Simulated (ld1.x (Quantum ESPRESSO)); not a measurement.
## phosphorus: excitation energies, all-electron against RRKJ

P (Z = 15), norm-conserving RRKJ (Kleinman–Bylander form), made with ld1.x (Quantum ESPRESSO) 7.5 (PBE, scalar-relativistic). Core [Ne], reference 3s2 3p3. Waves: 3s (bound): rc 1.60 bohr; 3p (bound): rc 1.90 bohr; 3d channel at 0.25 Ry: rc 1.50 bohr. Local part: all-electron potential smoothed inside 1.40 bohr (lloc = -2). Core correction: a·sin(br)/r model core inside 1.55 bohr. rho0 = 0.02.

Energies are relative to the spin-unpolarised reference configuration 3s2 3p3; without spin polarisation the order of configurations can differ from experiment.

```csv
valence configuration,charge,ΔE all-electron (eV),error AE − PS (meV)
3s2 3p1,+2,28.877,+20
3s2 3p0,+3,58.616,+77
3s2 3p2.5,+0.5,3.775,+0.3
3s1 3p4,0,8.534,-1.1
3s2 3p3.3,-0.3,-1.307,+0.2
```

Problem. What are ΔE and the potential's error for 3s2 3p2?

Solution. ΔE = 9.730 eV all-electron; the error (AE − PS) is +2.3 meV.

Problem. What are ΔE and the potential's error for 3s1 3p0?

Solution. ΔE = 110.621 eV all-electron; the error (AE − PS) is +214 meV.
